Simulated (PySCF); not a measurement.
**Zr (zirconium, neutral) across methods**

[Kr] 4d2 5s2, high-spin 3F determinant. Computed with PySCF 2.14 in x2c-TZVPPall (8s6p6d2f1g, 79 functions), with scalar relativity by spin-free X2C-1e.

| method | E (hartree) | mean ε 4d α (eV) | mean ε 5s α (eV) | mean ε 5s β (eV) | Σ⟨r²⟩ (bohr²) | ⟨S²⟩ |
| --- | --- | --- | --- | --- | --- | --- |
| CAM-B3LYP | -3598.43 | -6.684 | -6.026 | -5.532 | 65.60 | 2.004 |
| UHF | -3596.18502 | -8.831 | -6.295 | -5.360 | 68.83 | 2.016 |
| PBE | -3597.84 | -4.349 | -4.627 | -4.023 | 65.65 | 2.004 |
| r2SCAN | -3598.22 | -4.814 | -4.745 | -4.078 | 66.59 | 2.017 |
| LDA | -3593.78 | -4.277 | -4.805 | -4.220 | 65.12 | 2.003 |
| BHandHLYP | -3598.23 | -6.566 | -5.547 | -5.067 | 66.12 | 2.004 |
| PBE0 | -3597.91 | -5.552 | -5.192 | -4.570 | 65.80 | 2.005 |
| BLYP | -3598.35 | -4.120 | -4.430 | -3.972 | 65.66 | 2.003 |
| M06-L | -3598.10 | -4.422 | -4.528 | -4.049 | 65.53 | 2.004 |
